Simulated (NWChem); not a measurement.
CH2I cation

```xyz
4

C      0.0000     0.0000     1.6873
I      0.0000     0.0000    -0.2754
H      0.0000     0.9624     2.2361
H      0.0000    -0.9624     2.2361
```
Atoms are numbered in this order, from 1.

Results from NWChem. Structure relaxed at the PBE-D3(BJ)/def2-SVP level. def2 effective core potentials on I; no spin-orbit coupling. Vertical excitations in the gas phase; the lowest state need not have the same character in each row.

For level PBE/def2-SVPD, TDA:

* **lowest excitation, singlet (eV)**: 1.94
* **lowest state with f > 0.02, singlet (eV)**: 5.76
* **oscillator strength of that bright state**: 0.189
* **lowest triplet (eV)**: 1.50
* **orbital gap (eV)**: 1.70

### Question
Estimate the same quantities for level PBE0/def2-SVPD, TDA.

### Answer
| Item | Value |
|---|---|
| lowest excitation, singlet (eV) | 2.16 |
| lowest state with f > 0.02, singlet (eV) | 5.56 |
| oscillator strength of that bright state | 0.204 |
| lowest triplet (eV) | 1.72 |
| orbital gap (eV) | 3.77 |
